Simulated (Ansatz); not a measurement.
Bond stretch in SiH, doublet.

Level of theory: full CI/cc-pVTZ, frozen core in Ansatz (a first-principles code).

### Question
Relative to R = 1.53 Å, what are the energies at R = 1.28, 1.91, 2.31, 3.02 Å?

### Answer
65.6 kJ/mol at 1.28 Å, 60.6 kJ/mol at 1.91 Å, 156.8 kJ/mol at 2.31 Å, 264.7 kJ/mol at 3.02 Å.
